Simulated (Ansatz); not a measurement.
A nudged elastic band was laid between two geometries of Cl3FH3O2Ta (10 atoms, charge 0, multiplicity 1).

All numbers below come from RKS LDA/def2-SVP (Ansatz 0.2.0).

```yaml
movable_images: 5
climbing_image: yes
spring: 5.0 eV/Å²
optimiser: quadratic models (default)
start_path: through a guess of the saddle point
force_threshold: 0.5 eV/Å
iteration_limit: 60
end_points: relaxed
```

Initial state:

```xyz
10
Properties=species:S:1:pos:R:3
Ta -0.313 0.080 0.155
O 1.297 -1.273 0.211
H 1.956 -1.396 0.923
Cl 1.041 1.321 1.564
O 0.006 0.013 -1.607
H 0.814 -0.600 -2.175
F -1.602 1.424 0.154
Cl -1.706 -1.573 0.900
Cl 2.018 -1.618 -2.436
H 1.717 -1.556 -0.770
```

Final state:

```xyz
10
Properties=species:S:1:pos:R:3
Ta -0.175 -0.655 -0.103
O 2.004 -0.055 -0.406
H 2.280 0.156 0.520
Cl 0.663 -0.662 2.116
O -0.260 -0.361 -1.947
H 0.033 0.206 -2.684
F -0.301 1.205 0.146
Cl -2.301 -1.337 0.331
Cl 0.868 -2.747 -0.451
H 2.419 -0.930 -0.602
```

Problem. What changes between the two ends?

Solution. Bonds formed: Ta1–Cl9.

Problem. What energy profile does the band end with?

Solution. It converged. The highest image is number 3 of 0 to 6, 0.49 eV above the first end and 0.88 eV above the last; the last end lies 0.40 eV below the first. The threshold of 0.5 eV/Å is loose, so the images may lie well off the minimum-energy path. The order of the point at the top wasn't checked. Another band between the same ends, with other settings, climbed to 0.312 eV only, so this figure is probably too high.

```csv
image,path coordinate (Å),energy (eV),Ta1–Cl9 (Å)
0,0.00,0.00,3.88
1,1.00,0.07,3.85
2,1.99,0.27,3.63
3,2.99,0.49,2.94
4,3.99,0.06,2.53
5,4.99,-0.21,2.43
6,5.98,-0.40,2.36
```

Problem. What is the geometry of the highest image?

Solution. 
```xyz
10
Properties=species:S:1:pos:R:3
Ta -0.106 -0.116 -0.049
O 1.904 -0.579 -0.006
H 2.324 -0.601 0.883
Cl 0.550 0.480 2.146
O 0.181 0.307 -1.857
H 0.526 -0.477 -2.375
F -1.118 1.434 0.034
Cl -1.723 -1.643 0.386
Cl 0.857 -2.442 -1.562
H 1.834 -1.542 -0.681
```

The run took 79 s on 4 threads of Arm Neoverse V1, with other jobs on the host, peak memory 0.22 GiB.
